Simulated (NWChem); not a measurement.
Molecule: CH₃AlCl, doublet; SMILES [CH3][Al][Cl]

Computed with NWChem. Spin-unrestricted. Structure relaxed at the B3LYP/6-31G* (spherical d), spin-unrestricted level. This spin state was assumed; another may lie lower. No stability test was run on the SCF state. Total energies compare along this basis series because the functional is fixed.

```
level           basis functions  energy (Ha)  highest occupied level (eV)  lowest empty minus highest occupied level, either spin (eV)  dipole (D)   <S²>
--------------  ---------------  -----------  ---------------------------  -----------------------------------------------------------  ----------  -----
UHF/def2-SVP                 65    -740.8307                        -8.39                                                         9.18        2.25  0.756
UHF/def2-SVPD                95    -740.8426                        -8.51                                                         8.89        2.32  0.756
UHF/def2-TZVP               123    -741.1174                        -8.48                                                         9.26        2.20  0.757
UHF/def2-TZVPP              157    -741.1187                        -8.48                                                         9.26        2.21  0.757
```
